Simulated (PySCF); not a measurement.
C3H6OSe, SMILES CC[Se]C=O.

Geometry optimised at PBE0-D3(BJ)/def2-SVP. The structure was generated by enumeration, and PubChem lists no compound with its InChIKey, so it may never have been made. The values are those of a single conformer.

Method: PBE0-D3(BJ)/def2-SVP run with PySCF 2.14.0.

Frequencies are harmonic and unscaled.

Estimate the vibrational spectrum. (Estimate from the structure and the level; the computed values follow.)


```
mode  ν (cm⁻¹)  IR (km/mol)  moving atoms (share of kinetic energy)
----  --------  -----------  --------------------------------------
1           44          0.3         C 41 %, H 31 %, O 18 %, Se 11 %
2          168          4.8          H 43 %, C 27 %, O 21 %, Se 9 %
3          174          7.3                  H 37 %, C 32 %, O 25 %
4          265          0.9                          H 77 %, C 15 %
5          290          0.1                 C 56 %, H 27 %, Se 14 %
6          392          0.8                 O 53 %, C 25 %, Se 17 %
7          586          0.8                 C 66 %, H 20 %, Se 14 %
8          684         86.7                          C 63 %, H 26 %
9          740          4.2                          H 72 %, C 24 %
10         903          1.8                          H 61 %, C 35 %
11         985          7.9                          H 69 %, C 30 %
12        1016          3.8                          H 80 %, C 19 %
13        1086          0.7                          C 65 %, H 35 %
14        1254         11.7                          H 78 %, C 22 %
15        1262         15.7                          H 76 %, C 24 %
16        1346         16.5                           H 86 %, C 9 %
17        1394          5.7                          H 79 %, C 21 %
18        1442          5.7                          H 89 %, C 11 %
19        1461         13.1                                  H 97 %
20        1468          3.7                                  H 96 %
21        1866        476.9                          C 56 %, O 42 %
22        2905         71.5                           H 92 %, C 8 %
23        3055         18.3                                  H 97 %
24        3084          8.4                                  H 94 %
25        3145          3.4                          H 90 %, C 10 %
26        3150          8.3                           H 91 %, C 9 %
27        3167          8.5                          H 90 %, C 10 %
```
